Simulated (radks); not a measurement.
Values are calculated unless marked as measured or tabulated.
Problem. Successive ionisation energies (eV) of one element, from differences of total energies of ions in their ground configurations, starting at charge 0: 4.620, 10.613, 22.092, 39.531, 67.189, 80.446, 93.860, 113.11, 128.01, 143.05, 164.76, 191.74, 224.21, 243.92, 388.88, 421.10, 453.90, 487.22, 521.01, 564.98, 600.78, 637.10. Code: a radial shooting solver on a logarithmic mesh with Libxc functionals. Model: scalar-relativistic Kohn-Sham, exchange-only LDA, spin-polarised, spherical densities, point nucleus; open shells are filled with parallel spins first (spin-orbit coupling, left out, can overturn this in heavy ions). Which element is it?

Solution. Neodymium (Z = 60). The first species listed is Nd in [Xe] 4f4 6s2, the last Nd21+ in [Kr] 4d3.
